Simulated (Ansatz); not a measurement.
Relaxation of BClF2H2 (6 atoms, charge 0, multiplicity 1), to a largest force component of 0.03 eV/Å in at most 50 steps.

These are results of RKS PBE0-D4/def2-SVP (Ansatz), not measurements.

```xyz
6
Properties=species:S:1:pos:R:3
B -0.013 0.280 0.072
Cl -0.042 0.616 1.867
H 1.035 0.246 -0.508
F -1.156 0.225 -0.549
F 0.090 -2.173 0.622
H 0.094 -1.924 1.512
```

Question: Where does it end, and by what steps?

Answer: The run converged. After 7 steps the energy has fallen by 0.042 eV; F5 moved furthest, 0.15 Å.

```json
{"step": "0", "energy less start (eV)": "0.0000", "largest force component (eV/Å)": "1.028", "accepted": "yes"}
{"step": "1", "energy less start (eV)": "-0.0283", "largest force component (eV/Å)": "0.482", "accepted": "yes"}
{"step": "2", "energy less start (eV)": "0.0023", "largest force component (eV/Å)": "0.786", "accepted": "no"}
{"step": "3", "energy less start (eV)": "-0.0361", "largest force component (eV/Å)": "0.298", "accepted": "yes"}
{"step": "4", "energy less start (eV)": "-0.0390", "largest force component (eV/Å)": "0.244", "accepted": "yes"}
{"step": "5", "energy less start (eV)": "-0.0415", "largest force component (eV/Å)": "0.214", "accepted": "yes"}
{"step": "6", "energy less start (eV)": "-0.0404", "largest force component (eV/Å)": "0.422", "accepted": "no"}
{"step": "7", "energy less start (eV)": "-0.0425", "largest force component (eV/Å)": "0.013", "accepted": "yes"}
```

```xyz
6
Properties=species:S:1:pos:R:3
B 0.000 0.199 0.113
Cl -0.022 0.578 1.853
H 1.039 0.214 -0.485
F -1.154 0.144 -0.506
F 0.103 -2.030 0.568
H 0.042 -1.834 1.474
```

Whether the end is a true minimum wasn't checked by a vibrational analysis.

The run took 11 s on 2 threads of Arm Neoverse V2, with other jobs on the host, peak memory 0.14 GiB.
